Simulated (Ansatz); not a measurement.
A nudged elastic band was laid between two geometries of BrH3Si + FH (7 atoms, charge 0, multiplicity 1).

Level of theory: RKS PBE0-D4/def2-SVP in Ansatz 0.2.0.

- movable images: 9
- climbing image: yes
- spring: 5.0 eV/Å²
- optimiser: quadratic models (default)
- start path: through a guess of the saddle point
- force threshold: 0.03 eV/Å
- iteration limit: 59
- end points: relaxed

Image 0:

```xyz
7
Properties=species:S:1:pos:R:3
Si -0.605 0.232 -0.620
Br 0.256 -1.836 -0.355
H -1.559 0.128 -1.758
H -1.313 0.602 0.631
H 0.508 1.157 -0.946
H 1.350 -0.572 1.349
F 1.363 0.289 1.699
```

Image 10:

```xyz
7
Properties=species:S:1:pos:R:3
Si -0.524 0.919 -0.221
Br 1.317 -2.903 0.191
H -1.040 -0.207 -1.044
H -1.625 1.602 0.508
H 0.245 1.886 -1.049
H 1.130 -1.588 0.716
F 0.498 0.291 0.898
```

Task: Which bonds break or form, and what moves?

Result: Bonds broken: Si1–Br2, H6–F7. Bonds formed: Si1–F7, Br2–H6. BrH3Si + FH becomes BrH + FH3Si.

Task: What energy profile does the band end with?

Result: The run converged. The highest image is number 4 of 0 to 10, 1.05 eV above the first end and 1.30 eV above the last; the last end lies 0.25 eV below the first. A structure lower than the last end lies on the path between it and the top, so the climb from that side starts below the end, which may itself be a saddle point or a shallow side well. A vibrational analysis at the climbing image gives one clearly imaginary mode, 346i cm⁻¹: a first-order saddle point. The orbitals stay closed-shell, which can raise the energy where a bond breaks towards radicals; this wasn't checked here.

```csv
image,path coordinate (Å),energy (eV),Si1–Br2 (Å),H6–F7 (Å),Si1–F7 (Å)
0,0.00,0.00,2.26,0.93,3.04
1,0.53,0.03,2.26,0.93,3.06
2,1.06,0.26,2.29,0.94,2.74
3,1.59,0.74,2.39,0.95,2.33
4,2.12,1.05,2.61,1.04,1.96
5,2.63,0.53,2.90,1.41,1.73
6,3.13,-0.09,3.31,1.71,1.66
7,3.64,-0.25,3.76,1.97,1.64
8,4.14,-0.25,4.14,1.98,1.64
9,4.65,-0.25,4.22,1.97,1.64
10,5.15,-0.25,4.26,1.99,1.64
```

Task: What is the geometry of the highest image?

Result: 
```xyz
7
Properties=species:S:1:pos:R:3
Si -0.403 0.407 -0.291
Br 0.968 -1.799 -0.550
H -1.450 -0.293 -1.081
H -1.180 1.335 0.587
H 0.588 1.187 -1.067
H 0.970 -0.840 1.008
F 0.507 0.004 1.392
```

Run time: 5.1 min on 2 threads of AMD EPYC 7R43 64-Core Processor (Zen 3), with other jobs on the host, peak memory 0.2 GiB.
